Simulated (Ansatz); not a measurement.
A nudged elastic band was laid between two geometries of GeH4O + H2S (9 atoms, charge 0, multiplicity 1).

All numbers below come from Ansatz 0.2.0, RKS B3LYP-D4/def2-SVP.

* movable images: 9
* climbing image: yes
* spring: 5.0 eV/Å²
* optimiser: quadratic models (default)
* start path: through a guess of the saddle point
* force threshold: 0.05 eV/Å
* iteration limit: 60
* end points: relaxed

Initial state:

```xyz
9
Properties=species:S:1:pos:R:3
Ge -0.136 0.279 -0.129
H -0.096 0.605 1.379
H 1.265 0.170 -0.738
H -0.997 1.328 -0.869
O -0.873 -1.350 -0.392
H -1.818 -1.373 -0.190
S 1.477 -2.893 1.426
H 0.412 -2.598 0.635
H 0.778 -2.641 2.557
```

Final state:

```xyz
9
Properties=species:S:1:pos:R:3
Ge -0.197 -0.613 -0.457
H 1.596 0.020 3.421
H 1.033 0.196 -0.879
H -1.187 0.162 0.439
O -0.965 -1.069 -2.003
H -1.639 -1.756 -1.904
S 0.501 -2.422 0.688
H -0.600 -2.470 1.473
H 1.469 -0.523 2.901
```

Q: Which bonds break or form, and what moves?

A: Bonds broken: Ge1–H2, S7–H9. Bonds formed: Ge1–S7, H2–H9. GeH4O + H2S becomes GeH4OS + H2.

Q: Give the energies along the band, and the barrier.

A: The run converged. The highest image is number 4 of 0 to 10, 197.4 kJ/mol above the first end and 210.0 kJ/mol above the last; the last end lies 12.6 kJ/mol below the first. The profile has 2 maxima (images 2, 4) with wells between them (image 3): this band takes more than one step, which may be the mechanism or a detour left from its start path. A structure lower than the last end lies on the path between it and the top, so the climb from that side starts below the end, which may itself be a saddle point or a shallow side well. Neighbouring images differ by up to 2.0 eV, so the band resolves the path poorly. A vibrational analysis at the climbing image gives one clearly imaginary mode, 1283i cm⁻¹: a first-order saddle point. The orbitals stay closed-shell, which can raise the energy where a bond breaks towards radicals; this wasn't checked here.

| image | path coordinate (Å) | energy (kJ/mol) | Ge1–H2 (Å) | S7–H9 (Å) | Ge1–S7 (Å) |
| --- | --- | --- | --- | --- | --- |
| 0 | 0.00 | 0.0 | 1.54 | 1.35 | 3.88 |
| 1 | 1.89 | 4.3 | 1.55 | 1.35 | 4.32 |
| 2 | 3.79 | 4.8 | 1.55 | 1.35 | 4.13 |
| 3 | 5.68 | 1.6 | 1.55 | 1.35 | 3.80 |
| 4 | 7.57 | 197.4 | 1.88 | 1.74 | 2.72 |
| 5 | 8.47 | 64.0 | 2.41 | 2.25 | 2.35 |
| 6 | 9.36 | -2.3 | 3.03 | 2.65 | 2.26 |
| 7 | 10.25 | -15.6 | 3.73 | 3.02 | 2.25 |
| 8 | 11.15 | -15.9 | 4.29 | 3.06 | 2.25 |
| 9 | 12.04 | -12.4 | 4.29 | 3.08 | 2.25 |
| 10 | 12.93 | -12.6 | 4.32 | 3.07 | 2.25 |

Q: What is the geometry of the highest image?

A: 
```xyz
9
Properties=species:S:1:pos:R:3
Ge -0.084 -0.186 -0.015
H 0.492 0.049 1.761
H 1.270 0.116 -0.670
H -1.000 1.028 0.248
O -1.251 -1.191 -0.913
H -0.887 -2.074 -1.073
S 0.940 -2.482 1.030
H -0.229 -2.851 1.607
H 0.760 -0.883 1.704
```

The band took 35 iterations and about 23 core-minutes.

Time of the run: 12 min on 2 threads of Arm Neoverse V1, on a shared host, peak memory 0.21 GiB.
